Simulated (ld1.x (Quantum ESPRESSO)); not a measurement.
Reading a pseudo-wave (iron (Fe))

Columns: radius, all-electron u(r) and pseudo u(r) of the 3p shell (level -64.18 eV) of iron in the configuration [Ne] 3s2 3p6 3d6 4s1.5 4p0; PW91, scalar-relativistic, TM scheme, ld1.x (Quantum ESPRESSO) 7.5.

| r (bohr) | all-electron | pseudo |
| --- | --- | --- |
| 0.088 | 0.4894 | -0.0430 |
| 0.175 | 0.5647 | -0.1646 |
| 0.262 | 0.1955 | -0.3484 |
| 0.350 | -0.2865 | -0.5715 |
| 0.438 | -0.6929 | -0.7974 |
| 0.525 | -0.9654 | -0.9867 |
| 0.612 | -1.1135 | -1.1120 |
| 0.700 | -1.1634 | -1.1615 |
| 0.788 | -1.1431 | -1.1429 |
| 0.875 | -1.0799 | -1.0799 |
| 0.962 | -0.9928 | -0.9928 |
| 1.050 | -0.8940 | -0.8940 |
| 1.138 | -0.7932 | -0.7932 |
| 1.225 | -0.6971 | -0.6971 |
| 1.312 | -0.6075 | -0.6075 |
| 1.400 | -0.5250 | -0.5250 |
| 1.487 | -0.4520 | -0.4520 |
| 1.575 | -0.3867 | -0.3867 |
| 1.662 | -0.3304 | -0.3304 |
| 1.750 | -0.2809 | -0.2809 |
| 1.838 | -0.2382 | -0.2382 |
| 1.925 | -0.2020 | -0.2020 |
| 2.012 | -0.1710 | -0.1710 |
| 2.100 | -0.1442 | -0.1442 |
| 2.188 | -0.1215 | -0.1215 |
| 2.275 | -0.1025 | -0.1025 |

Q: How many radial nodes do the two functions have?

A: The all-electron 3p function has n − l − 1 = 1; the pseudo-wave has 0, since the states of the same l below it are removed with the core.

Q: At about which radius was the pseudo-wave matched?

A: 0.90 bohr. The columns agree to 0.0005 from 0.79 bohr on; several derivatives are matched, so the curves merge somewhat inside the radius.

Q: Is the pseudo-wave norm-conserving?

A: Yes: the TM scheme keeps the norm inside the radius equal to the all-electron one, which fixes the energy derivative of the logarithmic derivative at the level.
